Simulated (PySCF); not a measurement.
NICS in isomers of C6H5FO2.

NICS is the negative of the GIAO shielding at a point without a nucleus: at the ring centre (0) and 1 Å above and below it (1); zz is the component along the ring normal. Level: GIAO PBE0/pcSseg-1 (PySCF, non-relativistic, gas phase) on the GFN2-xTB geometries, one conformer each. Atom numbers follow the mapped SMILES.

Question: Order these rings by mean NICS(1)zz, lowest (most negative) first (ppm).
A. ring C4–C5–O6–C7–C8–O9 in `[F:1]/[CH:2]=[CH:3]\[C:4]1=[CH:5][O:6][CH:7]=[CH:8][O:9]1`
B. ring C3–C4–O5–C6–C7–O9 in `[CH2:1]=[CH:2][C:3]1=[CH:4][O:5][CH:6]=[C:7]([F:8])[O:9]1`
C. ring C2–C3–C5–C6–C8 in `[CH3:1][C@H:2]1[C:3](=[O:4])[CH:5]=[C:6]([F:7])[C:8]1=[O:9]`
D. ring C2–C3–C4–C5–O9 in `[CH3:1][c:2]1[cH:3][cH:4][c:5]([C:6](=[O:7])[F:8])[o:9]1`
E. ring C2–C3–C4–C7–C9 in `[O:1]=[C:2]1[CH:3]=[C:4]([CH2:5][F:6])[C:7](=[O:8])[CH2:9]1`

Answer: D (-24.1), E (-3.3), C (-2.2), B (16.7), A (22.2).

```json
{"SMILES": "Cc1ccc(C(=O)F)o1", "ring": "5-membered ring with O; formal bonds all aromatic", "NICS(0)": "-11.1", "NICS(1)": "-10.1", "NICS(1)zz": "-24.1", "HOMA": "0.56", "rms pucker (Å)": "0.00", "ring atoms with four or more neighbours": "0"}
{"SMILES": "O=C1C=C(CF)C(=O)C1", "ring": "5-membered carbocycle; formal bonds 1 double, 4 single", "NICS(0)": "6.6", "NICS(1)": "-2.5", "NICS(1)zz": "-3.3", "HOMA": "–", "rms pucker (Å)": "0.00", "ring atoms with four or more neighbours": "1"}
{"SMILES": "C[C@H]1C(=O)C=C(F)C1=O", "ring": "5-membered carbocycle; formal bonds 1 double, 4 single", "NICS(0)": "4.5", "NICS(1)": "-2.4", "NICS(1)zz": "-2.2", "HOMA": "–", "rms pucker (Å)": "0.00", "ring atoms with four or more neighbours": "1"}
{"SMILES": "C=CC1=COC=C(F)O1", "ring": "6-membered ring with 2 O; formal bonds 2 double, 4 single", "NICS(0)": "5.2", "NICS(1)": "3.6", "NICS(1)zz": "16.7", "HOMA": "-0.81", "rms pucker (Å)": "0.00", "ring atoms with four or more neighbours": "0"}
{"SMILES": "F/C=C\\C1=COC=CO1", "ring": "6-membered ring with 2 O; formal bonds 2 double, 4 single", "NICS(0)": "9.0", "NICS(1)": "5.7", "NICS(1)zz": "22.2", "HOMA": "-0.80", "rms pucker (Å)": "0.00", "ring atoms with four or more neighbours": "0"}
```

NICS(0) gives another order. The isotropic NICS(1) gives the same order. HOMA uses Krygowski's 1993 parameters; it is left out where a ring has a four-coordinate atom, a triple bond, no multiple bond or a kind of bond without parameters. NICS(1) and NICS(1)zz are means over the two faces.
